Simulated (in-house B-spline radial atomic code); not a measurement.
A radial electron density 4πr²n(r) was computed for an atom or ion in its tabulated ground configuration with a B-spline radial code for spherical atoms; method: Dirac-Hartree-Fock, average of configuration. Columns: r (bohr), 4πr²n(r) (electrons per bohr), bar.

```
 0.00118    2.107 #
 0.00146    3.046 ##
 0.00182     4.43 ##
 0.00226    6.345 ###
  0.0028     8.96 #####
 0.00348    12.55 #######
 0.00432    17.26 #########
 0.00536    23.25 ############
 0.00666    30.61 ################
 0.00827    39.03 #####################
  0.0103    48.06 ##########################
  0.0127    56.09 ##############################
  0.0158    62.43 #################################
  0.0196    65.25 ###################################
  0.0244    64.03 ##################################
  0.0303       60 ################################
  0.0376    56.53 ##############################
  0.0466    57.75 ###############################
  0.0579    65.64 ###################################
  0.0719    76.65 #########################################
  0.0893    82.45 ############################################
   0.111    76.75 #########################################
   0.138     63.8 ##################################
   0.171     56.8 ##############################
   0.212    61.88 #################################
   0.263       68 ####################################
   0.327    59.09 ################################
   0.406    37.65 ####################
   0.504    22.16 ############
   0.625    20.89 ###########
   0.776    23.63 #############
   0.964    20.33 ###########
     1.2    12.71 #######
    1.49    6.536 ###
    1.84    3.422 ##
    2.29    1.993 #
    2.84    1.176 #
    3.53   0.5685 
    4.38    0.202 
    5.44  0.04805 
    6.75 0.007118 
    8.38 0.000579 
    10.4 2.232e-05
```

Question: Which atom or ion is it?
A. Sn+
B. Cd+
C. In+
D. Sn

Answer: A. The area under the curve, ∫4πr²n dr = ∫r·4πr²n d(ln r) on this logarithmic grid, is 49 electrons, which only this option has. The configuration is [Kr] 4d10 5s2 5p1.
